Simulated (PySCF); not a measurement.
C$_{4}$H$_{10}$S, charge +1, doublet, geometry from GFN2-xTB (a state made from the parent by changing its charge; the spin is typed, not shown lowest); DF-HF/STO-3G run with PySCF.

Input for PySCF:
```python
from pyscf import gto, scf

mol = gto.Mole()
mol.atom = '''
    C     2.591708   -0.142716   -0.240998
    C     1.218142    0.467823   -0.395467
    S     0.004812   -0.255185    0.721540
    C    -1.528571    0.534994    0.186245
    C    -2.295044   -0.400481   -0.746527
    H     2.981146   -0.000991    0.764984
    H     3.278738    0.332932   -0.937016
    H     2.579534   -1.210035   -0.450788
    H     1.242152    1.544448   -0.194097
    H     0.836575    0.338116   -1.413952
    H    -1.305609    1.486553   -0.293163
    H    -2.113199    0.702777    1.092418
    H    -2.491968   -1.360363   -0.275445
    H    -1.749737   -0.567263   -1.672313
    H    -3.252035    0.059063   -0.984787
'''
mol.basis = 'sto-3g'
mol.charge = 1
mol.spin = 1
mol.verbose = 4
mol.build()

mf = scf.UHF(mol)
mf = mf.density_fit(auxbasis='def2-universal-jkfit')
mf.kernel()
```

What the program printed (banner, timings and long lists left out):

```
PySCF version 2.14.0

[INPUT] verbose = 4
[INPUT] num. atoms = 15
[INPUT] num. electrons = 49
[INPUT] charge = 1
[INPUT] spin (= nelec alpha-beta = 2S) = 1
[INPUT] symmetry False subgroup None
[INPUT] Mole.unit = angstrom
[INPUT] Symbol           X                Y                Z      unit          X                Y                Z       unit  Magmom
[INPUT]  1 C      2.591708000000  -0.142716000000  -0.240998000000 AA    4.897618314844  -0.269694153593  -0.455420216568 Bohr   0.0
[INPUT]  2 C      1.218142000000   0.467823000000  -0.395467000000 AA    2.301954760830   0.884057344772  -0.747324321303 Bohr   0.0
[INPUT]  3 S      0.004812000000  -0.255185000000   0.721540000000 AA    0.009093362111  -0.482229761097   1.363512987919 Bohr   0.0
[INPUT]  4 C     -1.528571000000   0.534994000000   0.186245000000 AA   -2.888580551953   1.010992138286   0.351952042070 Bohr   0.0
[INPUT]  5 C     -2.295044000000  -0.400481000000  -0.746527000000 AA   -4.337004603826  -0.756799408092  -1.410731574593 Bohr   0.0
[INPUT]  6 H      2.981146000000  -0.000991000000   0.764984000000 AA    5.633549477343  -0.001872718589   1.445610249674 Bohr   0.0
[INPUT]  7 H      3.278738000000   0.332932000000  -0.937016000000 AA    6.195916854204   0.629150298104  -1.770703614335 Bohr   0.0
[INPUT]  8 H      2.579534000000  -1.210035000000  -0.450788000000 AA    4.874612789004  -2.286634751138  -0.851865860240 Bohr   0.0
[INPUT]  9 H      1.242152000000   1.544448000000  -0.194097000000 AA    2.347327085081   2.918583733632  -0.366790171600 Bohr   0.0
[INPUT] 10 H      0.836575000000   0.338116000000  -1.413952000000 AA    1.580897632658   0.638946638333  -2.671982033281 Bohr   0.0
[INPUT] 11 H     -1.305609000000   1.486553000000  -0.293163000000 AA   -2.467243435767   2.809178039651  -0.553997779856 Bohr   0.0
[INPUT] 12 H     -2.113199000000   0.702777000000   1.092418000000 AA   -3.993367356705   1.328056056643   2.064370833545 Bohr   0.0
[INPUT] 13 H     -2.491968000000  -1.360363000000  -0.275445000000 AA   -4.709137031180  -2.570713499992  -0.520515612381 Bohr   0.0
[INPUT] 14 H     -1.749737000000  -0.567263000000  -1.672313000000 AA   -3.306523720018  -1.071971710599  -3.160213564550 Bohr   0.0
[INPUT] 15 H     -3.252035000000   0.059063000000  -0.984787000000 AA   -6.145455497500   0.111612894095  -1.860977721032 Bohr   0.0

nuclear repulsion = 236.108564658494
number of shells = 27
number of NR pGTOs = 117
number of NR cGTOs = 39
basis = sto-3g
ecp = {}

******** <class 'pyscf.df.df_jk.DFUHF'> ********
method = DFUHF
initial guess = minao
damping factor = 0
level_shift factor = 0
DIIS = <class 'pyscf.scf.diis.CDIIS'>
diis_start_cycle = 1
diis_space = 8
diis_damp = 0
SCF conv_tol = 1e-09
SCF conv_tol_grad = None
SCF max_cycles = 50
direct_scf = False
number electrons alpha = 25  beta = 24
Set gradient conv threshold to 3.16228e-05
******** <class 'pyscf.df.df.DF'> ********
auxbasis = def2-universal-jkfit
init E= -549.042453936952

cycle= 1 E= -548.393980434083  delta_E= 0.648  |g|= 0.227  |ddm|= 3.16
cycle= 2 E= -548.444176287238  delta_E= -0.0502  |g|= 0.081  |ddm|= 0.413
cycle= 3 E= -548.45109105593  delta_E= -0.00691  |g|= 0.029  |ddm|= 0.145
cycle= 4 E= -548.452809468298  delta_E= -0.00172  |g|= 0.0086  |ddm|= 0.081
cycle= 5 E= -548.453002905576  delta_E= -0.000193  |g|= 0.00369  |ddm|= 0.0306
cycle= 6 E= -548.453040167483  delta_E= -3.73e-05  |g|= 0.00194  |ddm|= 0.0146
cycle= 7 E= -548.453053800197  delta_E= -1.36e-05  |g|= 0.000605  |ddm|= 0.0118
cycle= 8 E= -548.453055029891  delta_E= -1.23e-06  |g|= 0.000261  |ddm|= 0.00335
cycle= 9 E= -548.45305525044  delta_E= -2.21e-07  |g|= 0.000128  |ddm|= 0.00117
cycle= 10 E= -548.453055325722  delta_E= -7.53e-08  |g|= 4.66e-05  |ddm|= 0.000854
cycle= 11 E= -548.453055335813  delta_E= -1.01e-08  |g|= 2.75e-05  |ddm|= 0.000258
cycle= 12 E= -548.45305533981  delta_E= -4e-09  |g|= 1.53e-05  |ddm|= 0.000173
cycle= 13 E= -548.453055341343  delta_E= -1.53e-09  |g|= 4.94e-06  |ddm|= 0.000149
cycle= 14 E= -548.453055341462  delta_E= -1.19e-10  |g|= 1.84e-06  |ddm|= 4.11e-05
Extra cycle  E= -548.45305534147  delta_E= -7.28e-12  |g|= 1.21e-06  |ddm|= 3.74e-06
converged SCF energy = -548.45305534147  <S^2> = 0.75931066  2S+1 = 2.0092891
```
